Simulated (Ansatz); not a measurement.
Mn2O4⁻. Charge -1, multiplicity 2. Geometry r2SCAN-D4/def2-SVPD.

| atom | x (Å) | y (Å) | z (Å) |
| --- | --- | --- | --- |
| Mn1 | 1.4639 | 1.0706 | 0.5982 |
| Mn2 | -0.5601 | -0.1850 | -0.3876 |
| O3 | -2.2214 | -0.9117 | -0.8605 |
| O4 | -1.1046 | -1.3539 | -1.6977 |
| O5 | -0.2329 | 1.0769 | 0.9564 |
| O6 | 2.6551 | 0.3031 | 1.3912 |

The structure holds one bond between oxygen atoms, so isomers without such links may lie far lower. At PBE-D4/def2-TZVPD, r2SCAN-D4/def2-TZVPD, PBE0-D4/def2-TZVPD, r2SCAN0-D4/def2-TZVPD and others the charge -1 doublet is spin-contaminated (final ⟨S²⟩ up to 4.61, 0.75 for a pure state). Another isomer (doublet) lies 0.25 eV lower at PBE0-D4/def2-TZVPD; other spin states weren't run for this one.

Q: Estimate the α-spin orbital energies around the gap (eV) in Ansatz with PBE-D4/def2-TZVPD, r2SCAN-D4/def2-TZVPD, PBE0-D4/def2-TZVPD, r2SCAN0-D4/def2-TZVPD, ωB97M-V/def2-TZVPD.

A: 
| orbital | PBE-D4/def2-TZVPD | r2SCAN-D4/def2-TZVPD | PBE0-D4/def2-TZVPD | r2SCAN0-D4/def2-TZVPD | ωB97M-V/def2-TZVPD |
| --- | --- | --- | --- | --- | --- |
| HOMO−9 | -3.81 | -4.21 | -5.82 | -6.22 | -8.35 |
| HOMO−8 | -3.37 | -3.67 | -5.43 | -5.80 | -7.99 |
| HOMO−7 | -3.08 | -3.59 | -5.36 | -5.68 | -7.86 |
| HOMO−6 | -3.01 | -3.45 | -4.96 | -5.23 | -7.51 |
| HOMO−5 | -2.75 | -3.21 | -4.47 | -4.84 | -7.02 |
| HOMO−4 | -2.50 | -3.04 | -4.38 | -4.67 | -6.82 |
| HOMO−3 | -1.74 | -2.30 | -3.86 | -4.17 | -6.38 |
| HOMO−2 | -1.50 | -2.03 | -3.63 | -3.94 | -6.08 |
| HOMO−1 | -0.61 | -0.76 | -1.88 | -1.93 | -4.38 |
| HOMO | -0.57 | -0.68 | -1.47 | -1.56 | -3.40 |
| LUMO | 0.89 | 1.22 | 1.63 | 1.78 | 2.51 |
| LUMO+1 | 0.91 | 1.34 | 2.45 | 2.78 | 3.77 |
| LUMO+2 | 1.03 | 1.40 | 2.57 | 2.87 | 3.87 |
| LUMO+3 | 1.97 | 2.34 | 3.38 | 3.70 | 4.01 |
| LUMO+4 | 2.30 | 2.74 | 3.59 | 3.81 | 4.28 |
| LUMO+5 | 2.93 | 3.25 | 3.65 | 4.01 | 4.45 |
| β HOMO | -0.40 | -0.81 | -1.89 | -1.94 | -4.39 |
| β LUMO | 0.59 | 0.57 | 1.46 | 1.42 | 3.19 |
